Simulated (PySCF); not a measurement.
Species: C5H12OSi2.
Geometry (PBE0-D3(BJ)/def2-SVP, Å), atoms numbered from 1 in this order:
```xyz
20
C5H12OSi2 angstrom
C     -1.920    1.287   -0.459
C     -2.011   -0.129    0.109
C     -1.673   -0.181    1.598
Si    -0.936   -1.321   -0.871
O     -1.028   -2.881   -0.290
C      0.813   -0.738   -0.754
C      1.964   -0.335   -0.632
Si     3.681    0.288   -0.457
H     -2.195    1.325   -1.525
H     -0.897    1.688   -0.366
H     -2.593    1.973    0.081
H     -3.043   -0.501   -0.030
H     -2.339    0.477    2.181
H     -0.638    0.152    1.783
H     -1.776   -1.200    2.002
H     -1.345   -1.367   -2.301
H     -0.401   -3.114    0.400
H      4.345   -0.404    0.686
H      3.651    1.757   -0.198
H      4.443    0.019   -1.710
```

The closed-shell ground state was solved at several levels (PySCF, density fitting, gas phase, non-relativistic).

```
          level  basis functions  HOMO (eV)  LUMO (eV)  gap (eV)  dipole (D)
  PBE0/pcSseg-1              210      -7.80      -0.79      7.01        1.56
B3LYP/def2-SVPD              267      -7.60      -1.03      6.57        1.48
```

**Question.** What might mPW1PW91/pcSseg-1 (210 basis functions) give for the same quantities?

**Answer.** HOMO -7.83 eV, LUMO -0.80 eV, gap 7.03 eV, dipole 1.56 D.

**Question.** Over all these levels, which gives the widest orbital gap and which the narrowest?

**Answer.** mPW1PW91/pcSseg-1 (global hybrid, 25 % exact exchange) has the widest, 7.03 eV, and B3LYP/def2-SVPD (global hybrid, 20 % exact exchange) the narrowest, 6.57 eV. Functional and basis both differ between the two, so the spread mixes both effects.

**Question.** How far do the dipole and the HOMO energy spread over the levels?

**Answer.** The dipole runs from 1.48 to 1.56 D (mean 1.53 D) and the HOMO from -7.83 to -7.60 eV.

One conformer stands for the species.
